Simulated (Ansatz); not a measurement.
Born–Oppenheimer molecular dynamics of AlCl₂H₃O (7 atoms, charge 0, multiplicity 1). It starts at the highest image of a converged band, a first-order saddle point between two minima.

All numbers below come from Ansatz, RKS B3LYP-D4/6-31G*.

- ensemble: NVE (velocity Verlet)
- time step: 0.5 fs
- steps asked: 200
- starting velocities drawn for: 300 K
- seed: 10181

First frame:

```xyz
7
Properties=species:S:1:pos:R:3
Al 0.065 -0.297 -0.110
H 0.027 -0.066 1.628
Cl 1.839 0.412 -0.971
Cl -1.801 0.139 -0.984
O 0.139 -1.996 0.602
H -0.617 -2.602 0.522
H 0.021 -1.116 1.498
```

Problem. How far do the bonds stretch over the last three quarters of this one trajectory? (Pairs bonded in most of those frames.)

Solution. 
```tsv
bond	mean (Å)	spread (Å)	shortest	longest
Al1–H2	1.583	0.064	1.48	1.67
Al1–Cl3	2.147	0.058	2.05	2.23
Al1–Cl4	2.126	0.056	2.02	2.20
O5–H6	0.976	0.014	0.95	1.01
O5–H7	0.977	0.031	0.93	1.03
```

Mean temperature of the second half: 798 K. The conserved energy stayed within 0.2 meV per atom of its start (net change 0.031 meV per atom), so the integration is sound. The kinetic energy rose, since the run started high on the potential surface and went downhill. A run of 0.1 ps of so small a system gives no equilibrium averages. The orbitals stay closed-shell, which can raise the energy where a bond breaks towards radicals; this wasn't checked here.

Time of the run: 12 min on 1 thread of Arm Neoverse V1, on a shared host, peak memory 0.15 GiB.
